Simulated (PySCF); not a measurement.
C2H6Br2OSn (SMILES C[CH2][Sn]([OH])([Br])[Br]), singlet, geometry from GFN2-xTB (such geometries of metal compounds can be far from the true shape) (core potentials on Sn); DF-HF/def2-TZVPD run with PySCF.

The PySCF input:
```python
from pyscf import gto, scf

mol = gto.Mole()
mol.atom = '''
    C     3.03375894   -1.10426432    1.09084776
    C     2.28945895    0.19288924    1.15653930
    Sn    0.16707505   -0.06364250    0.39703374
    O    -0.68362936   -1.27837876    1.73522564
    Br   -1.36323206    1.95829940    0.24672140
    Br   -0.00250009   -1.29618464   -1.81245677
    H     2.55594556   -1.86684054    1.70113347
    H     3.12444197   -1.47123843    0.06961532
    H     4.04146730   -0.94304954    1.47873714
    H     2.14075328    0.55243007    2.17007557
    H     2.71232648    0.97063093    0.52536043
    H    -1.59833366   -1.53854284    1.63800102
'''
mol.basis = 'def2-tzvpd'
mol.ecp = {'Sn': 'def2-tzvpd'}
mol.verbose = 4
mol.max_memory = 1800
mol.build()

mf = scf.RHF(mol)
mf = mf.density_fit(auxbasis='def2-universal-jkfit')
mf.kernel()
```

It wrote (shortened):

```
PySCF version 2.14.0

[INPUT] verbose = 4
[INPUT] num. atoms = 12
[INPUT] num. electrons = 118
[INPUT] charge = 0
[INPUT] spin (= nelec alpha-beta = 2S) = 0
[INPUT] symmetry False subgroup None
[INPUT] Mole.unit = angstrom
[INPUT] Symbol           X                Y                Z      unit          X                Y                Z       unit  Magmom
[INPUT]  1 C      3.033758940000  -1.104264320000   1.090847760000 AA    5.732973524551  -2.086757133929   2.061403509995 Bohr   0.0
[INPUT]  2 C      2.289458950000   0.192889240000   1.156539300000 AA    4.326450388934   0.364507835976   2.185542529296 Bohr   0.0
[INPUT]  3 Sn     0.167075050000  -0.063642500000   0.397033740000 AA    0.315726086748  -0.120266894883   0.750285030812 Bohr   0.0
[INPUT]  4 O     -0.683629360000  -1.278378760000   1.735225640000 AA   -1.291872261112  -2.415785739861   3.279101223923 Bohr   0.0
[INPUT]  5 Br    -1.363232060000   1.958299400000   0.246721400000 AA   -2.576135237627   3.700649535900   0.466235875069 Bohr   0.0
[INPUT]  6 Br    -0.002500090000  -1.296184640000  -1.812456770000 AA   -0.004724485387  -2.449433976468  -3.425046907914 Bohr   0.0
[INPUT]  7 H      2.555945560000  -1.866840540000   1.701133470000 AA    4.830037097698  -3.527817338835   3.214676359631 Bohr   0.0
[INPUT]  8 H      3.124441970000  -1.471238430000   0.069615320000 AA    5.904339615397  -2.780237696635   0.131553888874 Bohr   0.0
[INPUT]  9 H      4.041467300000  -0.943049540000   1.478737140000 AA    7.637266338385  -1.782105352497   2.794408204823 Bohr   0.0
[INPUT] 10 H      2.140753280000   0.552430070000   2.170075570000 AA    4.045437399464   1.043941535274   4.100848496909 Bohr   0.0
[INPUT] 11 H      2.712326480000   0.970630930000   0.525360430000 AA    5.125554207606   1.834226625732   0.992787329384 Bohr   0.0
[INPUT] 12 H     -1.598333660000  -1.538542840000   1.638001020000 AA   -3.020412873074  -2.907424598511   3.095373319558 Bohr   0.0

nuclear repulsion = 897.727964312668
number of shells = 126
number of NR pGTOs = 546
number of NR cGTOs = 338
basis = def2-tzvpd
ecp = {'Sn': 'def2-tzvpd'}

******** <class 'pyscf.df.df_jk.DFRHF'> ********
method = DFRHF
initial guess = minao
damping factor = 0
level_shift factor = 0
DIIS = <class 'pyscf.scf.diis.CDIIS'>
diis_start_cycle = 1
diis_space = 8
diis_damp = 0
SCF conv_tol = 1e-09
SCF conv_tol_grad = None
SCF max_cycles = 50
direct_scf = False
Set gradient conv threshold to 3.16228e-05
Initial guess from minao.
******** <class 'pyscf.df.df.DF'> ********
auxbasis = def2-universal-jkfit
init E= -5473.02880265956
  HOMO = -0.606037679258192  LUMO = -0.43433615106953  gap/eV = 4.67224
cycle= 1 E= -5511.59941575686  delta_E= -38.6  |g|= 2.33  |ddm|= 33.3
  HOMO = -0.22559922382492  LUMO = 0.0334951325551185  gap/eV = 7.05032
cycle= 2 E= -5512.14806490396  delta_E= -0.549  |g|= 1.36  |ddm|= 6.24
  HOMO = -0.382350104287604  LUMO = 0.0123230716960135  gap/eV = 10.73960
cycle= 3 E= -5512.45794400641  delta_E= -0.31  |g|= 0.15  |ddm|= 1.75
  HOMO = -0.398721652514165  LUMO = 0.0221940813166344  gap/eV = 11.45370
cycle= 4 E= -5512.46403270732  delta_E= -0.00609  |g|= 0.055  |ddm|= 0.311
  HOMO = -0.397027483429328  LUMO = 0.0244580622375612  gap/eV = 11.46921
cycle= 5 E= -5512.46475025942  delta_E= -0.000718  |g|= 0.0178  |ddm|= 0.093
  HOMO = -0.398490945602105  LUMO = 0.02503462854676  gap/eV = 11.52472
cycle= 6 E= -5512.46492331822  delta_E= -0.000173  |g|= 0.00599  |ddm|= 0.0589
  HOMO = -0.398890833812667  LUMO = 0.0251123567205023  gap/eV = 11.53771
cycle= 7 E= -5512.46493862138  delta_E= -1.53e-05  |g|= 0.00206  |ddm|= 0.0147
  HOMO = -0.398992083361724  LUMO = 0.02504914186132  gap/eV = 11.53875
cycle= 8 E= -5512.46494260829  delta_E= -3.99e-06  |g|= 0.000659  |ddm|= 0.00894
  HOMO = -0.399019969875113  LUMO = 0.0250279895487817  gap/eV = 11.53893
cycle= 9 E= -5512.46494310813  delta_E= -5e-07  |g|= 0.000189  |ddm|= 0.00333
  HOMO = -0.39899715604508  LUMO = 0.0250315360608837  gap/eV = 11.53841
cycle= 10 E= -5512.46494313894  delta_E= -3.08e-08  |g|= 5.13e-05  |ddm|= 0.000833
  HOMO = -0.399004296748266  LUMO = 0.0250255168342816  gap/eV = 11.53844
cycle= 11 E= -5512.46494314034  delta_E= -1.4e-09  |g|= 2.01e-05  |ddm|= 0.000142
  HOMO = -0.399001886969239  LUMO = 0.0250258512710364  gap/eV = 11.53838
cycle= 12 E= -5512.46494314055  delta_E= -2.06e-10  |g|= 6.08e-06  |ddm|= 6.08e-05
  HOMO = -0.399001666269867  LUMO = 0.025026153524978  gap/eV = 11.53838
Extra cycle  E= -5512.46494314056  delta_E= -1.36e-11  |g|= 3.18e-06  |ddm|= 1.47e-05
converged SCF energy = -5512.46494314056
```
